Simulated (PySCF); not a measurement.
InCl2, SMILES [Cl][In+][Cl], charge +1. Atoms are numbered in the order given.

```xyz
3

In     0.0000     0.0000     0.0000
Cl     0.0000     0.0000    -2.2243
Cl     0.0000     0.0000     2.2243
```
Charge +1, spin multiplicity 1.

The structure is a stationary point at B3LYP-D3(BJ)/def2-TZVP. The spin state was assumed, not searched. The isomer is the one that the SMILES or the coordinates give; other isomers of the formula were not compared. The def2 effective core potentials stand for the cores of In; spin–orbit coupling is left out.

Calculation: M06-2X/def2-TZVPD in PySCF.

Mulliken values depend strongly on the basis, most of all with diffuse functions as here. ESP charges are fitted to the potential on shells at 1.4 to 2.0 van der Waals radii. Atomic charges (e):

```csv
atom,Mulliken,ESP fit
In1,1.50,(withheld)
Cl2,-0.25,(withheld)
Cl3,-0.25,(withheld)
```

Question: What belongs in the gaps? (An estimate is asked for; the answer gives what the named calculation found.)

Answer: 
- In1, ESP fit: 0.95
- Cl2, ESP fit: 0.02
- Cl3, ESP fit: 0.02
